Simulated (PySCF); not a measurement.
# One molecule, several mistakes: BCH6Si2

These are calculations, not measurements. The program is PySCF 2.14.0, an open-source quantum chemistry code, run on an isolated molecule that a program drew, which may never have been made. The molecule is BCH6Si2 (charge 0, doublet), drawn as the SMILES string `B=C[SiH2][SiH2]`.

Each row is a Hartree-Fock (HF) and frozen-core CCSD(T) single point in the cc-pV(D+d)Z basis, meant for a local HF minimum. Run 1 is clean. Each other run has one planted mistake out of seven kinds, and not every kind appears here: one electron removed, one electron added, multiplicity raised by two, geometry at a saddle point, minimal basis STO-3G, one bond length entered in bohr, all coordinates scaled. The reference is restricted for singlets and unrestricted otherwise, and also for a bond in bohr. Adding or removing an electron swaps singlet and doublet. Electrons count all cores. HOMO and LUMO are orbital energies over both spins, the gradient is its largest component, and the lowest frequency (negative if imaginary) is given only where the gradient is small. Bond lengths are over the 9 bonds as drawn. T1 is the CCSD diagnostic: over 0.02 (restricted) or 0.045 (unrestricted) a single reference is doubtful.

Geometry of the clean run:
```xyz
10
BCH6Si2, angstrom
B    -2.5112   -0.6197   -3.7389
C    -1.4898   -1.1404   -2.9733
Si   -1.4628   -0.7714   -1.1504
Si    0.5298    0.3388   -0.5410
H    -3.4037   -0.1537   -4.3466
H    -0.6947   -1.7480   -3.3954
H    -1.5456   -2.0097   -0.3355
H    -2.6473    0.0648   -0.8192
H     0.7297    1.6358   -1.2352
H     0.6957    0.5336    0.9224
```

| run | electrons | basis functions | <S^2> | HOMO (eV) | LUMO (eV) | gradient (hartree/bohr) | lowest frequency (cm^-1) | mean bond (Å) | longest bond (Å) | T1 | HF (hartree) | CCSD(T) (hartree) | mistake |
|---|---|---|---|---|---|---|---|---|---|---|---|---|---|
| 1 | 45 | 104 | 0.758 | -8.46 | 1.29 | 1.6e-05 | 91 | 1.5338 | 2.361 | 0.0152 | -643.82920 | -644.29667 | no fault |
| 2 | 44 | 104 | 0.000 | -13.33 | -6.52 | 4.5e-02 | - | 1.5338 | 2.361 | 0.0179 | -643.55266 | -644.00897 | one electron removed |
| 3 | 45 | 34 | 0.836 | -5.78 | 6.64 | 3.5e-02 | - | 1.5338 | 2.361 | 0.0271 | -636.34818 | -636.57861 | ? |
| 4 | 45 | 104 | 3.777 | -6.51 | 0.10 | 8.8e-02 | - | 1.5338 | 2.361 | 0.0188 | -643.74203 | -644.17864 | ? |

**Which mistake was planted in run 3, and what did it cost?**

It has 34 basis functions where the clean run has 104, with the same electrons and geometry. So the mistake is: minimal basis STO-3G. Subtracting run 1 and multiplying by 627.51 kcal/mol a hartree, the energy moved by 4694.4 kcal/mol in HF and 4843.2 kcal/mol in CCSD(T).

**Which mistake was planted in run 4, and what did it cost?**

Electrons, basis and geometry are unchanged, and <S^2> is 3.777, beside S(S+1) = 3.75 for a multiplicity of 4. So the mistake is: multiplicity raised by two. Subtracting run 1 and multiplying by 627.51 kcal/mol a hartree, the energy moved by 54.7 kcal/mol in HF and 74.1 kcal/mol in CCSD(T).

